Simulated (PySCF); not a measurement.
## Identify the compound

An unknown has the formula C$_{5}$H$_{9}$N$_{3}$. Its calculated NMR data are:

¹H NMR (400 MHz, computed): δ 7.62 (s, 1H), 3.69 (s, 3H), 2.90 (q, 2H), 1.25 (t, 3H).

¹³C{¹H} NMR (computed): δ 158.4 (C), 147.1 (CH), 30.8 (CH3), 22.6 (CH2), 16.1 (CH3).

PySCF calculation with NMR shieldings at PBE0/pcSseg-1/GIAO and coordinates at the GFN2-xTB level; single conformer, in vacuum, averaged over atoms made equivalent by symmetry, fast rotation or ring inversion, no relativistic terms.

References, each an isolated molecule treated in the same way: ¹H (σref 31.72) and ¹³C (σref 186.93) against TMS.

Choose the structure that fits.
A. CCn1cc(C)nn1
B. CCc1nncn1C
C. Cc1nc(C)n(C)n1
D. CC(C)n1cnnc1
E. CCc1cnnn1C

## Answers

B. 

- The formula gives 3 degrees of unsaturation (1 ring in the answer).
- 5 carbon signals for 5 carbons: no two carbons are equivalent.
- Carbon types of the structure: 1 × C, 1 × CH, 1 × CH2, 2 × CH3, which accounts for all hydrogens.
- δC 158.4: substituted aromatic carbon next to a ring nitrogen.
- δC 147.1: aromatic CH between two ring heteroatoms.
- δC 22.6: sp3 CH2 on an aromatic ring; saturated and bonded to C and H only.
- δH 7.62: hydrogen on an aromatic CH between two ring heteroatoms; the ring current deshields protons in the ring plane.
- δH 2.90: hydrogen on an sp3 CH2 on an aromatic ring; benzylic-type position, deshielded by the ring.

The others: Cc1nc(C)n(C)n1 would give 3 signals for carbon-bound and other non-exchanging H, not 4; CCn1cc(C)nn1 has carbons computed at 149.1, 125.7, 46.3, 20.9, 13.5; CCc1cnnn1C has carbons computed at 144.7, 136.5, 34.4, 21.0, 18.1; CC(C)n1cnnc1 would give 3 carbon signals, not 5.

Shifts are as computed. Against solution values, carbons near 30 ppm lie about +3 ppm off and those near 130 ppm about +5 ppm. Of 1211 compounds with measured shifts, 218 miss one by over three times the rms of a fit or turn the order of signals round; such compounds aren't used in these exercises. Multiplicities follow the n + 1 count of equivalent neighbours, as no J values were calculated; m marks all less simple cases, F and P coupling included.
